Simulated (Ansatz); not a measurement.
Geometry optimisation, RKS B3LYP-D4/def2-SVP (Ansatz 0.2.0).

The input (input.yaml):

```yaml
crystal:
  periodic: [false, false, false]
  atoms:
    - { symbol: Ge, position_ang: [-0.3063, 0.5013, -0.1225] }
    - { symbol: F, position_ang: [-0.1737, -1.6017, -0.1978] }
    - { symbol: F, position_ang: [-0.9081, 0.4086, -1.7166] }
    - { symbol: F, position_ang: [-1.551, 0.3398, 1.0356] }
    - { symbol: F, position_ang: [0.0269, 2.2028, -0.0695] }
    - { symbol: H, position_ang: [0.921, -1.5721, 0.2851] }
    - { symbol: Cl, position_ang: [1.9913, -0.2787, 0.7857] }
basis:
  gaussian: { orbitals: def2-SVP }
hamiltonian:
  xc: b3lyp
  dispersion: d4
relax:
  f_tol: 0.15
  max_steps: 25
  restrain:
    - { distance: [0, 6], at: 3.52, k: 30.0 }
    - { distance: [5, 1], at: 2.18, k: 30.0 }
    - { distance: [0, 1], at: 1.77, k: 30.0 }
    - { distance: [5, 6], at: 1.33, k: 30.0 }
```

Launched with:

```bash
$ ansatz run input.yaml --threads 2 --pin off --max-ram 3072MiB --backend cpu --events-out ev --progress --plain --runs-dir out
```

Question: Where does it end, and by what steps?

Answer: It converged. The restraints hold the end off the free minimum. After 13 steps the energy has fallen by 1.206 eV (the restraints' own energy left out); F3 moved furthest, 1.07 Å. Parted: Ge1–Cl7. Joined: H6–Cl7.

```csv
step,energy less start (eV),largest force component (eV/Å),accepted
0,0.0000,2.356,yes
1,0.5385,2.350,yes
2,0.3414,3.324,yes
3,-0.1523,1.879,yes
4,-0.4435,3.956,yes
5,-0.7804,2.064,yes
6,-1.0374,1.307,yes
7,-1.1104,0.850,yes
8,-1.1491,0.808,yes
9,-1.1571,0.821,yes
10,-1.2013,0.700,yes
11,-1.1614,1.156,no
12,-1.1987,0.709,yes
13,-1.2061,0.724,yes
```

```xyz
7
Properties=species:S:1:pos:R:3
Ge -0.702 0.434 -0.431
F 0.015 -1.112 -0.802
F -1.923 0.710 -1.589
F -1.410 0.394 1.116
F 0.466 1.665 -0.565
H 1.613 -1.447 0.643
Cl 1.940 -0.645 1.628
```

Run time: 49 s on 2 threads of Arm Neoverse V1 (shared host), peak memory 0.28 GiB.
